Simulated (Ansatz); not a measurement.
Input file for C2H7ClSn, SMILES `[CH3][SnH]([CH3])[Cl]`:

```yaml
crystal:
  periodic: [false, false, false]
  atoms:
    - {symbol: C, position_ang: [-1.053483, 1.467598, -0.300183]}
    - {symbol: Sn, position_ang: [-0.483395, -0.559056, 0.023121]}
    - {symbol: C, position_ang: [1.569896, -0.818298, 0.526769]}
    - {symbol: Cl, position_ang: [-0.745897, -1.614161, -2.061186]}
    - {symbol: H, position_ang: [-0.400783, 1.910404, -1.052212]}
    - {symbol: H, position_ang: [-0.971609, 2.035456, 0.627660]}
    - {symbol: H, position_ang: [-2.083313, 1.503852, -0.654027]}
    - {symbol: H, position_ang: [-1.540227, -1.389961, 1.079501]}
    - {symbol: H, position_ang: [2.190613, -0.342158, -0.231938]}
    - {symbol: H, position_ang: [1.779917, -0.368976, 1.498397]}
    - {symbol: H, position_ang: [1.803581, -1.881800, 0.564598]}
basis:
  gaussian: {orbitals: def2-TZVPP}
correlation: {method: ccsd_t}
output: {orbitals: {seedname: orbitals}}
```

```sh
$ ansatz run in.yaml --threads 4 --pin off --events-out ev --progress --plain --max-ram 10444MiB
```

Output of Ansatz, abridged:

```
Functional definition: HF
1614 factors; integrals over basis functions are off by at most 1.1e-3 eV
mean field evaluation 1: about -20480.0662 eV, gradient 3.5e1 eV
mean field evaluation 2: about -20480.2094 eV, gradient 3.5e1 eV
mean field evaluation 4: about -20483.4463 eV, gradient 3.0e0 eV
mean field evaluation 8: about -20483.4888 eV, gradient 1.8e-1 eV
mean field -20483.48891755 eV, -752.7543335125 hartree, gradient 1.7e-6 eV, S^2 0.000000; 0 other end points of the search recorded, 0 dependent functions left out
11 core orbitals not correlated: weight in the atoms' cores, before any rotation towards them, 1.000 or more for the frozen orbitals, at most 0.000 for the correlated occupied ones
reference -20483.48891755 eV, -752.7543335125 hartree; 18, 18 occupied and 223, 223 virtual orbitals, 1614 factors
second order -23.98742570 eV of doubles, -0.00000000 eV of singles
cycle   1  -24.48074845 eV  change   -4.9e-1 eV  update   9.8e-2
cycle   2  -25.04546741 eV  change   -5.6e-1 eV  update   2.7e-2
cycle   3  -25.12808356 eV  change   -8.3e-2 eV  update   1.2e-2
cycle   4  -25.11980987 eV  change    8.3e-3 eV  update   2.8e-3
cycle   5  -25.11907312 eV  change    7.4e-4 eV  update   1.1e-3
cycle   6  -25.11924524 eV  change   -1.7e-4 eV  update   2.9e-4
cycle   7  -25.11913841 eV  change    1.1e-4 eV  update   9.3e-5
cycle   8  -25.11914034 eV  change   -1.9e-6 eV  update   3.1e-5
perturbative correction -0.90452820 eV, -0.0332407981 hartree
Total energy: -20509.51258609 eV, -753.7106856919 hartree
```

It took 2.4 min on 4 threads of an AMD EPYC 7B13 on a shared host, with 5.9 GiB of host memory at the peak.

The correlation energy is -26.024 eV, 3.5 % of it from (T); the T1 diagnostic reads 0.0104.
